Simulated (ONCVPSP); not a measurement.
What one change does to a pseudopotential (In (Z = 49), ONCV)

```
Element                 : indium (In)
Generator               : ONCVPSP 4.0.1
Type                    : optimised norm-conserving Vanderbilt (ONCV)
Functional              : PBEsol
Relativity              : scalar-relativistic
Frozen core             : [Ar] 3d10
Valence charge          : 21
Reference configuration : 4s2 4p6 4d10 5s2 5p1
Partial waves           : 4s+5s: rc 1.25 bohr, ncon 4, nbas 8, qcut 7.7 1/bohr, 2 projectors; 4p+5p: rc 1.70 bohr, ncon 5, nbas 9, qcut 8.1 1/bohr, 2 projectors; 4d: rc 1.05 bohr, ncon 4, nbas 8, qcut 10.6 1/bohr, local
Local potential         : the d channel
Core correction         : polynomial model core, fcfact 0.4
```

All-electron outer shells of the reference configuration (PBEsol, scalar-relativistic, ld1.x):

| shell | level (eV) | outermost node (bohr) | outermost maximum (bohr) |
| --- | --- | --- | --- |
| 3p | -648.82 | 0.14 | 0.31 |
| 3d | -432.69 | – | 0.26 |
| 4s | -119.51 | 0.41 | 0.77 |
| 4p | -78.02 | 0.42 | 0.82 |
| 4d | -18.59 | 0.40 | 0.94 |
| 5s | -8.25 | 1.02 | 2.16 |
| 5p | -2.52 | 1.14 | 2.85 |

Change: s: rc 1.72.

Cutoffs: the cutoffs (Ha) at which the residual kinetic energy of the hardest occupied pseudo-wave falls to 1 and 0.1 mHa per electron; they do not see the model core or the augmentation charge, which bear on the density cutoff. Errors are all-electron minus pseudo energies relative to the spin-unpolarised reference configuration.

**Question.** Predict the effect on cutoff, ghosts and configuration errors.

**Answer.** The potential gets softer (43 Ha and 101 Ha → 43 Ha and 51 Ha); of the 3 tests that both files solve, the error grows in 2 and shrinks in 0 by more than 15 % and 0.3 meV (median size 5.1 → 6.4 meV); neither file shows a bound ghost. A larger radius leaves more room for a smooth pseudo-wave, so fewer plane waves are needed.

| quantity | base | changed |
| --- | --- | --- |
| cutoff, loose | 43 Ha | 43 Ha |
| cutoff, tight | 101 Ha | 51 Ha |
| loose cutoff by channel | s 29 Ha, p 23 Ha, d 43 Ha | s 17 Ha, p 23 Ha, d 43 Ha |
| bound ghosts | none | none |
| GHOST(+) flags under 300 eV | none | none |
| tests with a reliable result | 3 of 4 | 3 of 4 |
| error for 4s2 4p6 4d10 5s2 5p0, meV [ΔE 5.36 eV] | -1.2 | -1.2 |
| error for 4s2 4p6 4d10 5s1 5p0, meV [ΔE 24.64 eV] | -5.1 | -6.4 |
| error for 4s1 4p6 4d10 5s2 5p1, meV [ΔE 127.40 eV] | -195 | -596 |
| p: phases at 1.72 bohr within 0.05 rad from the reference energy up to (Ha; the scan ends near 5) | to the end of the scan | to the end of the scan |
| d: phases at 1.07 bohr within 0.05 rad from the reference energy up to (Ha; the scan ends near 5) | to the end of the scan | to the end of the scan |
| rms error of d²Exc/dni dnj with the model core, mHa | 0.92 | 1.53 |
